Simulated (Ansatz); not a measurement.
Calculated with Ansatz (gas phase, PBE0-D4/def2-TZVP geometries, no zero-point term in ΔE). CBS: MP2 limit from def2 TZ/QZ plus the TZ coupled-cluster correction, frozen cores. Functionals use def2-TZVPP. B3LYP here is the variant with VWN-RPA as its local correlation; programs differ in this. One conformer a species, not always the lowest.

Reaction (substitution at a C–B bond): `CB(C)BN` + `C[NH][AlH][SH]` → `C[N](C)[AlH][SH]` + `CBBN`

```csv
level,ΔE (kcal/mol),difference from CCSD(T)/CBS
PBE-D4,18.0,-0.3
r2SCAN-D4,18.7,0.4
PBE0-D4,18.3,0.0
B3LYP-D4,17.7,-0.6
ωB97X-V,17.6,-0.7
ωB97M-V,18.4,0.1
B2PLYP,18.0,-0.3
PBE,18.2,-0.1
r2SCAN,18.7,0.4
PBE0,18.5,0.2
B3LYP,18.1,-0.2
HF/def2-TZVPP,17.4,-0.9
MP2/def2-TZVPP,18.1,-0.2
SCS-MP2/def2-TZVPP,17.3,-1.0
CCSD/def2-TZVPP,17.8,-0.5
CCSD(T)/def2-TZVPP,17.7,-0.6
HF/def2-QZVPP,17.4,-0.9
MP2/def2-QZVPP,18.5,0.2
SCS-MP2/def2-QZVPP,17.7,-0.6
HF/CBS(def2),17.4,-0.9
MP2/CBS(def2),18.8,0.5
CCSD/CBS(def2),18.5,0.2
CCSD(T)/CBS,18.3,0
```

Largest T1 diagnostic among the species: 0.012.
